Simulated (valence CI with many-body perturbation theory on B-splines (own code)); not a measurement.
**Ba VII: calculated level list**

Level of theory: configuration interaction combined with many-body perturbation theory (CI+MBPT): four valence electrons over a frozen Dirac-Fock core [Kr] 4d10, a basis of 7 s, 7 p, 7 d, 7 f, 4 g, 2 h functions for each j, with the one-electron correlation potential Σ1, the two-electron term Σ2, the three-electron term Σ3, Breit, model QED; selected CI, second order for the rest, scaled by the run's own slope (own B-spline code, finite nucleus).

Against 27 measured levels this calculation errs by 364 cm⁻¹ on average and by 790 at most. These come from a selection out of Sansonetti and Curry, J. Phys. Chem. Ref. Data 39, 043103 (2010). Levels without a partner in it may be off by more, other configurations by several thousand cm⁻¹. Among the levels kept, up to 400 cm⁻¹ of a level comes from second order outside the variational space, and about a tenth of that is noise between levels of different J, which matters for small intervals. 1 measured level below the end of the list, from 223820 cm⁻¹ on, found no clear computed partner.

Levels 181 to 197 of 197, with energies above the lowest level, 5s2.5p2 3P_0. "Leading %" is the weight of the configuration and term that name the level; weights of strongly mixed levels are sums over their largest components and can fall short.

| No. | Configuration | Term | J | E (cm⁻¹) | Leading % | Second component | g |
| --- | --- | --- | --- | --- | --- | --- | --- |
| 181 | 5s.5p2.5d | 3D | 2 | 379700 | 75 | 6 % 5s.5p2.5d 3F | 1.145 |
| 182 | 4f.5s2.5d | 1H° | 5 | 381080 | 85 | 6 % 4f.5s.5p2 1H° | 1.001 |
| 183 | 5s.5p2.5d | 3P | 1 | 382090 | 58 | 14 % 5s.5p2.5d 3S | 1.505 |
| 184 | 5s.5p2.5d | 3F | 2 | 383680 | 53 | 13 % 5s2.5p.5f 3F | 0.796 |
| 185 | 5s.5p2.5d | 3F | 3 | 384450 | 31 | 20 % 5s.5p2.5d 3D | 1.159 |
| 186 | 5s.5p2.5d | 3P | 2 | 386060 | 42 | 20 % 5s.5p2.5d 3D | 1.323 |
| 187 | 5s.5p2.5d | 3F | 4 | 386460 | 67 | 15 % 5s.5p2.5d 1G | 1.198 |
| 188 | 4f.5s2.5d | 1P° | 1 | 388460 | 80 | 6 % 4f.5s.5p2 1P° | 1.002 |
| 189 | 5s2.5p.6p | 1S | 0 | 388960 | 76 | 12 % 5s2.5p.6p 3P |  |
| 190 | 5s.5p2.5d | 3S | 1 | 389930 | 30 | 24 % 5s.5p2.5d 3D | 1.322 |
| 191 | 5s.5p2.5d | 3D | 3 | 390250 | 57 | 10 % 5s.5p2.5d 3F | 1.230 |
| 192 | 5s.5p2.5d | 3D | 2 | 390570 | 51 | 18 % 5s.5p2.5d 3P | 1.254 |
| 193 | 5s.5p2.5d | 3S | 1 | 395830 | 40 | 30 % 5s.5p2.5d 1P | 1.424 |
| 194 | 5s.5p2.5d | 3F | 4 | 396890 | 51 | 26 % 5s2.5p.5f 3F | 1.211 |
| 195 | 5s.5p2.5d | 1D | 2 | 400520 | 35 | 14 % 5s2.5d2 1D | 1.097 |
| 196 | 5s.5p2.5d | 3D | 3 | 402720 | 24 | 15 % 5s2.5p.5f 1F | 1.085 |
| 197 | 5s.5p2.5d | 3D | 3 | 405310 | 62 | 9 % 5s2.5p.5f 3D | 1.274 |

Names give the largest LS component (configuration and term), which can be under half, so a name can repeat, a term be missing and a line seem to break the LS rules; names also repeat where a configuration has a term twice.
